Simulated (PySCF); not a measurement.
Molecule: SMILES C=CC(=O)N(C)C, C5H9NO.

Cartesian coordinates in Å; atom numbers follow the order of the lines, from 1:
```xyz
16

C     2.8616   -0.8281   -0.0749
C     1.5457   -0.7654   -0.2879
C     0.6892    0.0292    0.6463
O     1.1931    0.6954    1.5360
N    -0.6678   -0.0134    0.4525
C    -1.3437   -0.8119   -0.5395
C    -1.5028    0.8448    1.2569
H     3.2892   -0.3077    0.7869
H     3.5256   -1.3810   -0.7433
H     1.1083   -1.2671   -1.1528
H    -1.5057   -0.2683   -1.4887
H    -0.8005   -1.7395   -0.7549
H    -2.3312   -1.1044   -0.1514
H    -2.0820    1.5372    0.6216
H    -2.2140    0.2541    1.8596
H    -0.8563    1.4216    1.9281
```

Geometry PBE0-D3(BJ)/def2-SVP throughout; GIAO in PySCF 2.14.0 with density-fitted response routines, gas phase, one conformer, non-relativistic; equivalent atoms averaged; basis pcSseg-1.

(1) How do the absolute shieldings σ depend on the functional? (a selection of nuclei; ppm; last column core-seconds on shared hosts with different chips, so compare them loosely; the GGAs took longer than the global hybrids here, which isn't the general rule, and the cause wasn't traced)

(2) Which nucleus among those listed moves most, in ppm?

Answers

(1) 
| functional | kind | C3 | C2 | C7 | O4 | N5 | H8 | H10 | H9 | H11/H12/H13 | core-s |
| --- | --- | --- | --- | --- | --- | --- | --- | --- | --- | --- | --- |
| KT2 | GGA | 30.0 | 62.3 | 149.2 | -22.6 | 147.0 | 24.52 | 24.71 | 25.48 | 28.21 | 29 |
| B3LYP | global hybrid | 13.7 | 47.7 | 145.0 | -53.0 | 142.8 | 24.48 | 24.86 | 25.48 | 28.46 | 19 |
| PBE0 | global hybrid | 19.8 | 53.3 | 150.6 | -47.4 | 149.8 | 24.24 | 24.66 | 25.21 | 28.36 | 20 |
| mPW1PW91 | global hybrid | 18.6 | 52.5 | 149.7 | -48.3 | 148.6 | 24.30 | 24.74 | 25.27 | 28.41 | 13 |
| B97-2 | global hybrid | 22.0 | 55.7 | 149.9 | -40.1 | 149.1 | 24.43 | 24.84 | 25.40 | 28.47 | 17 |
| CAM-B3LYP | range-separated hybrid | 12.7 | 48.3 | 148.7 | -52.6 | 151.4 | 24.28 | 24.80 | 25.28 | 28.44 | 22 |
| wB97X-D | range-separated hybrid | 17.7 | 52.7 | 150.4 | -47.0 | 153.1 | 24.30 | 24.84 | 25.28 | 28.51 | 22 |
| LC-wPBE | range-separated hybrid | 17.1 | 52.9 | 155.3 | -47.3 | 161.8 | 24.10 | 24.73 | 25.05 | 28.52 | 33 |

(2) O4 (amide-type carbonyl oxygen): from -53.0 ppm with B3LYP to -22.6 ppm with KT2. The smallest spread is 0.21 ppm, at H10. Proton shifts span only some 12 ppm, so a few tenths of a ppm matter as much there as several ppm in carbon.
